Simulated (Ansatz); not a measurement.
Relaxation of AlClH3O2 (7 atoms, charge 0, multiplicity 2), to a largest force component of 0.03 eV/Å in at most 50 steps.

These are results of UKS BLYP-D4/def2-SVP in Ansatz, not measurements.

```xyz
7
Properties=species:S:1:pos:R:3
Al 0.027 -0.335 0.029
Cl -0.221 -0.276 2.208
O 1.626 -0.336 -0.565
H 1.828 -0.365 -1.515
O -1.319 -0.380 -1.023
H -2.240 -0.391 -0.712
H 0.089 0.284 4.701
```

Where does it end, and by what steps?

The forces met the threshold. After 7 steps the energy has fallen by 0.067 eV; H7 moved furthest, 0.35 Å.

```json
{"step": "0", "energy less start (eV)": "0.0000", "largest force component (eV/Å)": "1.152", "accepted": "yes"}
{"step": "1", "energy less start (eV)": "-0.0460", "largest force component (eV/Å)": "0.400", "accepted": "yes"}
{"step": "2", "energy less start (eV)": "-0.0566", "largest force component (eV/Å)": "0.065", "accepted": "yes"}
{"step": "3", "energy less start (eV)": "-0.0636", "largest force component (eV/Å)": "0.105", "accepted": "yes"}
{"step": "4", "energy less start (eV)": "-0.0668", "largest force component (eV/Å)": "0.042", "accepted": "yes"}
{"step": "5", "energy less start (eV)": "-0.0671", "largest force component (eV/Å)": "0.039", "accepted": "yes"}
{"step": "6", "energy less start (eV)": "-0.0673", "largest force component (eV/Å)": "0.034", "accepted": "yes"}
{"step": "7", "energy less start (eV)": "-0.0674", "largest force component (eV/Å)": "0.016", "accepted": "yes"}
```

```xyz
7
Properties=species:S:1:pos:R:3
Al 0.001 -0.356 0.001
Cl -0.275 -0.349 2.093
O 1.609 -0.340 -0.570
H 1.821 -0.346 -1.519
O -1.312 -0.378 -1.094
H -2.243 -0.396 -0.816
H 0.189 0.366 5.028
```

Whether the end is a true minimum wasn't checked by a vibrational analysis.

Time of the run: 16 s on 2 threads of Arm Neoverse V2 (shared host), peak memory 0.16 GiB.
